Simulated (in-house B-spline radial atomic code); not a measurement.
A fraction x of an electron is added to 3d in neutral vanadium, starting from [Ar] 3d3 4s2 and keeping the highest spin. Computed with a B-spline radial code for spherical atoms: scalar-relativistic (X2C) LC-wPBE, spin-polarised, spherical fractional occupations, Fermi nucleus of rms radius 3.6002 fm.

Caution: exact exchange at fractional occupations of open shells leaves self-interaction of up to several eV.

```
  x  E(x) - E(0) (eV)  3d up level (eV)
  0            0.0000            -7.062
0.1           -0.6638            -6.220
0.2           -1.2453            -5.416
0.3           -1.7484            -4.652
0.4           -2.1772            -3.929
0.5                 ?                 ?
0.6           -2.8285            -2.618
0.7                 ?                 ?
0.8           -3.2375            -1.510
```

Task: What belongs in the row x = 0.5?

Result: An energy change of -2.5355 eV; 3d up at -3.250 eV.

Task: What belongs in the row x = 0.7?

Result: An energy change of -3.0607 eV; 3d up at -2.036 eV.

Task: Check Janak's theorem between x = 0.1 and 0.2.

Result: The slope of the energy is -5.82 eV; the orbital levels give -5.82 eV (ε of the filling orbital, averaged over the two points).
